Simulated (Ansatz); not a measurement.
Calculated with Ansatz (gas phase, PBE0-D4/def2-TZVP geometries, no zero-point term in ΔE). CCSD(T)/CBS adds triple-zeta CCSD(T) − MP2 to the extrapolated MP2 energy (def2 sets, frozen cores). DFT in def2-TZVPP. B3LYP here is the variant with VWN-RPA as its local correlation; programs differ in this. One conformer a species, not always the lowest.

Consider the isomerisation: `C[SiH](F)CCl` → `C[SiH](Cl)CF`.

```
             level  ΔE (kJ/mol)  difference from CCSD(T)/CBS
            PBE-D4         67.2                        -13.6
         r2SCAN-D4         72.9                         -7.9
           PBE0-D4         69.6                        -11.2
          B3LYP-D4         72.7                         -8.1
           ωB97X-V         71.7                         -9.1
           ωB97M-V         74.0                         -6.8
            B2PLYP         77.0                         -3.8
               PBE         67.0                        -13.8
            r2SCAN         72.9                         -7.9
              PBE0         69.5                        -11.3
             B3LYP         72.4                         -8.4
     HF/def2-TZVPP         73.8                         -7.0
    MP2/def2-TZVPP         83.8                          3.0
SCS-MP2/def2-TZVPP         81.7                          0.9
   CCSD/def2-TZVPP         78.7                         -2.1
CCSD(T)/def2-TZVPP         79.0                         -1.8
     HF/def2-QZVPP         75.5                         -5.3
    MP2/def2-QZVPP         85.3                          4.5
SCS-MP2/def2-QZVPP         83.2                          2.4
      HF/CBS(def2)         75.7                         -5.1
     MP2/CBS(def2)         85.5                          4.7
    CCSD/CBS(def2)         80.5                         -0.3
       CCSD(T)/CBS         80.8                            0
```

Largest T1 diagnostic among the species: 0.010.

In def2-TZVPP, CCSD(T) changes the Hartree–Fock value by +5.2 kJ/mol (the triples alone add +0.3 kJ/mol) and MP2 by +9.9 kJ/mol.
